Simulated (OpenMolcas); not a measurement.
## What dynamic correlation does to the levels of Ag⁶⁺

```yaml
Program: OpenMolcas
Basis: ANO-RCC-VQZP [8s7p5d3f2g1h]
Scalar_Hamiltonian: DKH2, point nucleus
Active_space: 11 electrons in 8 orbitals (RAS1 4p, at most 2 holes; RAS2 4d)
State_averaging: 2S+1 = 6 even, 1 root; 2S+1 = 4 even, 24 roots; 2S+1 = 2 even, 67 roots
Spin-orbit_coupling: RASSI with atomic mean-field integrals over the reference wave functions, term energies averaged over their components
```

Methods on the same reference wave functions:
A. RASSCF
B. SS-RASPT2, IPEA 0.25 Eh, imaginary shift 0.1 Eh (closed shells correlated: 4s)
C. MS-RASPT2, IPEA 0.25 Eh, imaginary shift 0.1 Eh (closed shells correlated: 4s)

Energies in eV above 4d⁵ ⁶S_5/2, the measured ground level; measured values from the list in Gamrath, thesis, University of Mons (2023).

```json
{"Level": "4d⁵ ⁶S_5/2", "A": "0.0000", "B": "0.0000", "C": "0.0000", "Measured": "0.0000"}
{"Level": "4d⁵ ⁴G_5/2 [58 %]", "A": "4.3598", "B": "3.864", "C": "3.864", "Measured": "3.6439"}
{"Level": "4d⁵ ⁴G_7/2", "A": "4.5094", "B": "3.967", "C": "3.967", "Measured": "3.7664"}
{"Level": "4d⁵ ⁴G_11/2", "A": "4.5470", "B": "3.997", "C": "3.997", "Measured": "3.8016"}
{"Level": "4d⁵ ⁴G_9/2", "A": "4.5719", "B": "4.024", "C": "4.024", "Measured": "3.8320"}
{"Level": "4d⁵ ⁴P_3/2 [56 %]", "A": "4.6179", "B": "4.346", "C": "4.345", "Measured": "4.0907"}
{"Level": "4d⁵ ⁴P_1/2 [70 %]", "A": "4.7548", "B": "4.537", "C": "4.537", "Measured": "4.2905"}
{"Level": "4d⁵ ⁴D_7/2", "A": "5.3151", "B": "4.780", "C": "4.780", "Measured": "4.5236"}
{"Level": "4d⁵ ⁴D_1/2 [71 %]", "A": "5.4999", "B": "5.032", "C": "5.032", "Measured": "4.7963"}
{"Level": "4d⁵ ⁴D_5/2 [56 %]", "A": "5.5359", "B": "5.111", "C": "5.114", "Measured": "4.8725"}
{"Level": "4d⁵ ⁴D_3/2 [55 %]", "A": "5.5719", "B": "5.160", "C": "5.161", "Measured": "4.9331"}
{"Level": "4d⁵ ²I_11/2", "A": "6.5692", "B": "5.742", "C": "5.742", "Measured": "5.4567"}
{"Level": "4d⁵ ²D_3/2(1) [53 %]", "A": "6.7230", "B": "6.294", "C": "6.295", "Measured": ""}
{"Level": "4d⁵ ²I_13/2", "A": "6.7727", "B": "5.916", "C": "5.916", "Measured": "5.6470"}
{"Level": "4d⁵ ⁴F_9/2 [64 %]", "A": "7.0518", "B": "6.435", "C": "6.434", "Measured": "6.0881"}
{"Level": "4d⁵ ⁴F_5/2", "A": "7.1992", "B": "6.660", "C": "6.652", "Measured": "6.3293"}
{"Level": "4d⁵ ⁴F_3/2 [53 %]", "A": "7.4968", "B": "7.027", "C": "7.025", "Measured": ""}
{"Level": "4d⁵ ²H_9/2 [55 %]", "A": "7.6471", "B": "7.004", "C": "7.004", "Measured": "6.6700"}
{"Level": "4d⁵ ²G_7/2(1)", "A": "8.0795", "B": "7.298", "C": "7.291", "Measured": ""}
{"Level": "4d⁵ ²H_11/2", "A": "8.1232", "B": "7.482", "C": "7.482", "Measured": "7.1864"}
{"Level": "4d⁵ ²G_9/2(1) [50 %]", "A": "8.4034", "B": "7.674", "C": "7.672", "Measured": ""}
{"Level": "4d⁵ ²F_7/2(2)", "A": "8.5639", "B": "7.770", "C": "7.786", "Measured": "7.4133"}
{"Level": "4d⁵ ²S_1/2", "A": "9.2042", "B": "8.411", "C": "8.411", "Measured": ""}
{"Level": "4d⁵ ²D_3/2(2)", "A": "10.1027", "B": "9.397", "C": "9.398", "Measured": ""}
```

Deviations, from unrounded energies. A percentage is the sum of absolute deviations over the sum of measured energies, with the sign that they share, or ± where signs differ.

```csv
Against measurement,Levels,A,B,C
mean absolute deviation (cm-1),17,6600,2100,2100
other terms of the ground configuration (%),17,+15.9,+5.1,+5.1
```

B, C lie about equally close to measurement and A furthest from it. The largest miss of B in the table is 4d⁵ ²F_7/2(2), by +2900 cm-1. The ranking rests on the paired levels alone, and a cruder setting can come out closer through cancelling errors.

Between B and C the level of the table that moves most is 4d⁵ ²F_7/2(2), by 130 cm-1 (lowest in B, highest in C). Moves below CASPT2's spread within the term are not significant.

The two smallest mean deviations differ by little beside CASPT2's spread within terms, so their order carries little weight.

From A to B the spin-free energies of the other terms of 4d⁵ shown, above ⁶S, scale by factors of 0.87 to 0.97, as is usual when dynamic correlation screens the repulsion within a d or f shell.

The lowest spin-free term lies below A's lowest term by 0.341 hartree in B, 0.341 hartree in C.

CASPT2 does not keep the components of a term degenerate, so their means are used; among the terms shown or strongly mixed into the levels shown the widest spread is 820 cm-1 (4d⁵ ²I, C). Active for correlation alone: 4p; no level in the range computed is led by a configuration that opens it, so any true level of that kind is missing. Without dynamic correlation excited terms often stand tens of per cent too high (terms of higher spin than the ground term too low), and those without a measured partner can miss by more than the paired ones (holds for A). Some levels mix across a computed gap that differs much from the measured one, so their mixing is not that of the real levels (holds for A). The CASPT2 spread within a term exceeds the gap to the next term for 4d⁵ ²G(1) and 4d⁵ ²H, so the order of their levels is uncertain, and so are names and mixing where such terms share a J (holds for C). Measured partners are found by configuration, term and J. A level has none where our copy of the source lacks it or the pairing is in doubt (some pairs that miss far off the trend of their configuration count as doubtful), and it then counts in no deviation. Levels of configurations outside the active space are missing. Levels that lie high or do not pair safely by name in every column are left out.

A share in square brackets marks a mixed level and gives the weight of the term that names it, the lowest over the columns. A number in round brackets counts repeated terms of one configuration in the order of the reference energies.
